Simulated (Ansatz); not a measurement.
Start from `OCBF` and change one atom or group to get `FBCF`.

Ansatz, PBE0-D4/def2-TZVP geometries, multiplicity 1. Each molecule was computed in one conformer, which needn't be the lowest.

```
                                        property  `OCBF`
              HOMO energy (PBE0/def2-TZVPP) / eV   -8.12
size of the dipole moment (B3LYP/def2-TZVPP) / D    1.22
              LUMO energy (PBE0/def2-TZVPP) / eV   -0.77
  size of the dipole moment (PBE/def2-TZVPP) / D    1.03
             HOMO energy (B3LYP/def2-TZVPP) / eV   -7.86
               LUMO energy (PBE/def2-TZVPP) / eV   -1.79
```

Q: What does the change do to each property? (An estimate is asked.)

A: Computed: 
```
                                        property  `FBCF`  shift
              HOMO energy (PBE0/def2-TZVPP) / eV   -8.96  -0.84
size of the dipole moment (B3LYP/def2-TZVPP) / D    2.21   0.99
              LUMO energy (PBE0/def2-TZVPP) / eV   -0.85  -0.08
  size of the dipole moment (PBE/def2-TZVPP) / D    1.99   0.96
             HOMO energy (B3LYP/def2-TZVPP) / eV   -8.76  -0.90
               LUMO energy (PBE/def2-TZVPP) / eV   -1.88  -0.09
```

With PBE0 the HOMO falls by 0.84 eV and the LUMO falls by 0.08 eV, so the gap widens by about 0.76 eV. PBE moves the HOMO by -0.87 eV and ωB97M-V by -0.78 eV. Dipoles are sizes alone; their direction can turn.

B3LYP here is the variant with VWN-RPA as its local correlation; programs differ in this.
